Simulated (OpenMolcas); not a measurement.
# Ir5+: moving or changing the point charges

Ir5+ among 4 point charges of -2 e arranged as a square (D4h), 2.15 Å from the ion.
```
   2.1500    0.0000    0.0000  -2.00
   0.0000    2.1500    0.0000  -2.00
  -2.1500    0.0000    0.0000  -2.00
   0.0000   -2.1500    0.0000  -2.00
```

- Program: OpenMolcas
- Method: SS-CASPT2, IPEA 0.25 Eh, imaginary shift 0.1 Eh (closed shells correlated: 5s 5p)
- Basis: ANO-RCC-VTZP [8s7p5d3f1g]
- Scalar Hamiltonian: DKH2, point nucleus
- Active space: 4 electrons in 5 orbitals (5d)
- State averaging: 2S+1 = 5 even, 5 roots; 2S+1 = 3 even, 45 roots; 2S+1 = 1 even, 50 roots
- Spin-orbit coupling: RASSI with atomic mean-field integrals over the reference wave functions

Runs around this geometry, states (labels of D4, the rotations of D4h). Energies in cm-1 above the lowest state or level, χT in cm3 K/mol.

| R (Å) | q (e) | Ground state | First state of that spin | First gap with spin-orbit (degeneracies) | χT at 300 K | First state of another spin |
| --- | --- | --- | --- | --- | --- | --- |
| 2.15 | -1.3 | 5B1 | 5B2 3610 | 3190 (1, 1) | 0.076 | 3E 19170 |
| 1.99 | -2 | 5B1 | 5B2 7740 | 2090 (1, 1) | 0.159 | 3A2 18090 |
| 2.15 | -2 | 5B1 | 5B2 5390 | 2440 (1, 1) | 0.118 | 3E 19010 |
| 2.4 | -2 | 5B1 | 5B2 3200 | 3020 (1, 1) | 0.081 | 3E 19110 |

Taking the first state of the same spin as R^-n, n = -ln(3200 / 7740) / ln(2.4 / 1.99) = 4.7 between the shortest and longest distance.

Scaling the charges by -1.3 / -2 = 0.65 scales the first state of the same spin by 3610 / 5390 = 0.67; with fixed orbitals a first-order splitting would follow the charge.

Point charges give a weaker field than real ligands, and real ions of this kind are as a rule low spin; the high spin found here belongs to the model. Free-ion shares, where given, are those of the reference states; single-state CASPT2 does not remix them. Spin-orbit coupling mixes the spin-free states strongly: the lowest level takes only 33 % from its leading state, 5B1 (figures for R = 2.15, q = -1.3; the like holds for R = 1.99, q = -2, R = 2.15, q = -2, R = 2.4, q = -2). Point charges carry no covalency, so the field is a model and not that of real ligands. No measured value stands beside these numbers.
